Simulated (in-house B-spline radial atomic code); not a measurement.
Ionising Mo6+ with different functionals

Computed with a radial B-spline atomic code at the basis-set limit: scalar-relativistic (spin-free X2C) Hamiltonian, Fermi nucleus of rms radius 4.4091 fm, spin-polarised at highest spin, spherical fractional occupations for the functionals, and exact exchange of hybrids averaged over the configuration. The ionisation energy is the difference of two self-consistent energies, [Ar] 3d10 4s2 4p6 → [Ar] 3d10 4s2 4p5, without Breit or QED terms; ε is the level of the shell that loses the electron (its least bound occupied spin orbital). There is no spin-orbit coupling in this Hamiltonian.

```json
{"method": "PBE0", "rung": "global hybrid", "ΔSCF (eV)": "126.41", "-ε(4p) (eV)": "119.77"}
{"method": "B3LYP", "rung": "global hybrid", "ΔSCF (eV)": "126.36", "-ε(4p) (eV)": "119.21"}
{"method": "TPSSh", "rung": "global hybrid", "ΔSCF (eV)": "126.52", "-ε(4p) (eV)": "118.46"}
{"method": "BHandHLYP", "rung": "global hybrid", "ΔSCF (eV)": "126.34", "-ε(4p) (eV)": "122.13"}
{"method": "r2SCAN0", "rung": "global hybrid", "ΔSCF (eV)": "126.87", "-ε(4p) (eV)": "120.33"}
{"method": "B97-1", "rung": "global hybrid", "ΔSCF (eV)": "126.36", "-ε(4p) (eV)": "119.32"}
{"method": "HSE06", "rung": "range-separated hybrid", "ΔSCF (eV)": "126.34", "-ε(4p) (eV)": "119.29"}
{"method": "wB97X", "rung": "range-separated hybrid", "ΔSCF (eV)": "126.16", "-ε(4p) (eV)": "122.22"}
{"method": "CAM-B3LYP", "rung": "range-separated hybrid", "ΔSCF (eV)": "?", "-ε(4p) (eV)": "?"}
{"method": "LC-wPBE", "rung": "range-separated hybrid", "ΔSCF (eV)": "?", "-ε(4p) (eV)": "?"}
```

Problem. What does CAM-B3LYP give?

Solution. ΔSCF 126.31 eV, and -ε(4p) = 121.17 eV.

Problem. What does LC-wPBE give?

Solution. ΔSCF 126.31 eV, and -ε(4p) = 122.54 eV.

Problem. Among the functionals, which spreads more, the ΔSCF values or the orbital energies?

Solution. The orbital energies: ΔSCF values span about 0.71 eV and the orbital energies 4.08 eV; here energy differences depend much less on the functional than eigenvalues do.

Problem. How do they compare with the NIST value?

Solution. NIST lists 125.64 eV ± 0.025 (semi-empirical, ground level to ground level). Errors run from +0.52 to +1.24 eV; wB97X is closest (+0.52 eV), but part of that can be cancellation, since the calculations leave out spin-orbit coupling, Breit-QED terms, multiplet and fine-structure energies.
